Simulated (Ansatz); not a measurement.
`BC1C=N1` + H₂S → `SC1C=N1` + BH₃  (substitution at a C–B bond)

Program: Ansatz. Geometries: PBE0-D4/def2-TZVP. ΔE: electronic, gas phase. CBS: MP2 limit from def2 TZ/QZ plus the TZ coupled-cluster correction, frozen cores. This one scheme is used for every species. Functionals use def2-TZVPP. HSE06 is defined as in plane-wave codes. Each species was taken in one conformer, which may not be the lowest.

| level | ΔE (kJ/mol) | difference from CCSD(T)/CBS |
| --- | --- | --- |
| ωB97M-V | 71.2 | 0.3 |
| PBE | 76.5 | 5.6 |
| revPBE | 74.8 | 3.9 |
| r2SCAN0 | 72.8 | 1.9 |
| HSE06 | 72.6 | 1.7 |
| CCSD(T)/def2-SVP | 71.8 | 0.9 |
| MP2/def2-TZVPP | 69.1 | -1.8 |
| MP2/def2-QZVPP | 68.6 | -2.3 |
| HF/CBS(def2) | 63.4 | -7.5 |
| CCSD/CBS(def2) | 70.1 | -0.8 |
| CCSD(T)/CBS | 70.9 | 0 |

Largest T1 diagnostic among the species: 0.013.

In def2-TZVPP, CCSD(T) changes the Hartree–Fock value by +8.2 kJ/mol (the triples alone add +0.8 kJ/mol) and MP2 by +5.7 kJ/mol. From PBE to PBE0 (25 % exact exchange), in def2-TZVPP and without D4, ΔE moves by −4.1 kJ/mol. Leaving LDA and LC-ωPBE aside and taking each functional with its dispersion term where it has one, the values, not all of them listed here, spread over 12.4 kJ/mol, from ωB97X-V to B97M-V. LDA lies +4.1 kJ/mol from PBE without D4.
